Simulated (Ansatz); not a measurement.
Basis-set extrapolation for C2H4BFOS, SMILES `CC1(S)OB1F` (PBE0-D4/def2-TZVP geometry, frozen core, Ansatz 0.2.0). Multiplicity 1, RHF reference.

```csv
,def2-TZVPP,def2-QZVPP
HF,-674.758045,-674.781931
MP2 correlation,-1.088048,-1.173989
CCSD(T) correlation,-1.166006,not run
```

Energies in hartree. Use E(X) = E(∞) + A·exp(−7.88·√X) for Hartree–Fock and E(X) = E(∞) + B·X^(−2.97) for correlation, with X = 3 and 4, and add CCSD(T) minus MP2 of the smaller set to the MP2 limit.

Q: What is the CCSD(T) energy at the basis-set limit?

A: HF limit: -674.781931 + (-0.023886) × 0.13774 = -674.78522. MP2 limit: -1.173989 + (-0.085941) × 0.74074 = -1.23765. Higher-order term: -1.166006 − (-1.088048) = -0.07796. Total: -676.10083 hartree, 464.1 kJ/mol below CCSD(T)/def2-TZVPP.
